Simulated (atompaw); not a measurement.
## u(r) = r·R(r): atom against pseudo-atom (F (Z = 9))

Columns: radius, all-electron u(r) and pseudo u(r) of the 2p shell (level -11.22 eV) of fluorine in the configuration [He] 2s1.75 2p5.25; PBE, scalar-relativistic, PAW (atompaw) scheme, atompaw 4.2.0.5.

```tsv
r (bohr)	all-electron	pseudo
0.048	0.0399	0.0076
0.096	0.1300	0.0301
0.144	0.2408	0.0665
0.192	0.3552	0.1155
0.240	0.4637	0.1750
0.288	0.5614	0.2428
0.337	0.6478	0.3179
0.385	0.7188	0.3943
0.433	0.7770	0.4709
0.481	0.8228	0.5450
0.529	0.8573	0.6143
0.577	0.8817	0.6767
0.625	0.8972	0.7308
0.673	0.9049	0.7752
0.721	0.9062	0.8096
0.769	0.9020	0.8337
0.817	0.8933	0.8479
0.865	0.8809	0.8530
0.913	0.8656	0.8501
0.962	0.8475	0.8402
1.010	0.8279	0.8253
1.058	0.8070	0.8065
1.106	0.7851	0.7853
1.154	0.7625	0.7626
1.202	0.7394	0.7395
1.250	0.7161	0.7161
```

(1) How many radial nodes do the two functions have?

(2) Is the pseudo-wave norm-conserving?

Results:

(1) The all-electron 2p function has n − l − 1 = 0; the pseudo-wave has 0.

(2) No, it belongs to a PAW set: the norm inside the radius is not constrained, and the difference is carried by the augmentation charge.
